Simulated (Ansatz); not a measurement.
Species: C2H2F3 (charge 0, doublet). It need not be the lowest isomer of its formula. 
Structure (B3LYP-D3(BJ)/def2-TZVP (Ansatz, a program for electronic structure) minimum search):
```
C
F 1 1.3819
H 1 1.0904 2 109.51
H 1 1.0974 3 109.86 2 -118.50
C 1 1.4963 3 109.09 4 -121.29
F 5 1.3303 1 115.84 3 174.48
F 5 1.3350 6 110.51 1 131.44
```
Charge 0, spin multiplicity 2.

Dipole moments at this geometry, in debye (magnitudes).

| level | program | dipole (D) |
|---|---|---|
| BLYP/def2-TZVPD | Ansatz | 1.67 |
| r2SCAN/def2-TZVPD | Ansatz | 1.69 |
| B3LYP/def2-TZVPD | Ansatz | 1.75 |
| PBE0/def2-TZVPD | Ansatz | 1.74 |
| BHLYP/def2-TZVPD | Ansatz | 1.83 |
| r2SCAN0/def2-TZVPD | Ansatz | 1.76 |
| HSE06/def2-TZVPD | Ansatz | 1.74 |
| CAM-B3LYP/def2-TZVPD | Ansatz | 1.80 |
| LC-wPBE/def2-TZVPD | Ansatz | 1.79 |
| CCSD(T)/aug-cc-pVDZ | Ansatz | 1.74 |
